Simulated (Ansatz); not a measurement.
`CB(N)P` and `CSB(C)N` differ in one atom or group.

Ansatz, PBE0-D4/def2-TZVP geometries, multiplicity 1. Each molecule was computed in one conformer, which needn't be the lowest.

| property | `CB(N)P` |
| --- | --- |
| LUMO energy (PBE/def2-TZVPP) / eV | -0.60 |
| size of the dipole moment (ωB97M-V/def2-TZVPP) / D | 2.28 |
| LUMO energy (ωB97M-V/def2-TZVPP) / eV | 1.89 |
| HOMO energy (B3LYP/def2-TZVPP) / eV | -6.67 |
| HOMO–LUMO gap (PBE/def2-TZVPP) / eV | 5.15 |
| HOMO energy (PBE/def2-TZVPP) / eV | -5.76 |

What does the change do to each property? (An estimate is asked.)

Ansatz gave: 
| property | `CSB(C)N` | shift |
| --- | --- | --- |
| LUMO energy (PBE/def2-TZVPP) / eV | -0.01 | 0.59 |
| size of the dipole moment (ωB97M-V/def2-TZVPP) / D | 1.31 | -0.97 |
| LUMO energy (ωB97M-V/def2-TZVPP) / eV | 2.14 | 0.25 |
| HOMO energy (B3LYP/def2-TZVPP) / eV | -6.25 | 0.42 |
| HOMO–LUMO gap (PBE/def2-TZVPP) / eV | 5.27 | 0.12 |
| HOMO energy (PBE/def2-TZVPP) / eV | -5.29 | 0.47 |

With PBE0 the HOMO rises by 0.41 eV and the LUMO rises by 0.55 eV, so the gap widens by about 0.14 eV. PBE moves the HOMO by 0.47 eV and ωB97M-V by 0.36 eV. Dipoles are sizes alone; their direction can turn.

B3LYP here is the variant with VWN-RPA as its local correlation; programs differ in this.
